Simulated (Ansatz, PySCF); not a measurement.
Molecule: SnH5, net charge -1, singlet state. 
Coordinates optimised at B3LYP-D3(BJ)/def2-TZVP (Ansatz, a program for electronic structure):
```
Sn
H 1 1.7765
H 1 1.7765 2 120.00
H 1 1.7765 2 120.00 3 180.00
H 1 1.8796 2 90.00 3 -90.00
H 1 1.8796 2 90.00 5 180.00
```
Charge -1, spin multiplicity 1.

Wanted: vertical ionisation energy (to the doublet state of charge +0; each state is the SCF solution reached for its spin; the molecule has degenerate orbitals, so one determinant may break the symmetry), in eV. Correlated levels leave the core frozen unless marked. UHF or UKS for open shells. No spin-orbit coupling. The frozen core is the preceding noble-gas configuration, with the filled d and f shells of earlier blocks. Past Kr the def2 sets carry scalar-relativistic core potentials. Anions need diffuse functions: def2-D sets add few. CBS marks a two-point X^-3 extrapolation of the correlation energy; Hartree-Fock from the larger set. The bracket is a focal-point correction in the basis named.

```csv
level,program,vertical ionisation energy (eV)
SVWN5/def2-TZVPD,Ansatz,2.08
PBE/def2-TZVPD,Ansatz,2.09
M06-2X/def2-TZVPD,PySCF,2.48
B2PLYP/def2-TZVPD,Ansatz,2.33
CCSD/def2-SVPD,Ansatz,2.40
CCSD/def2-TZVPPD,Ansatz,2.53
CCSD(T)/def2-TZVPPD,Ansatz,2.51
"RI-MP2/CBS(def2-TZVPPD,def2-QZVPPD)+[CCSD(T)-MP2]/def2-SVPD",Ansatz,2.60
"RI-MP2/CBS(def2-TZVPPD,def2-QZVPPD)+[CCSD(T)-MP2]/def2-TZVPPD",Ansatz,2.58
```

For comparison, minus the highest occupied orbital energy (PySCF): -0.41 eV at TPSS/def2-TZVPD, -0.45 eV at BP86/def2-TZVPD, 0.39 eV at PBE0/def2-TZVPD.
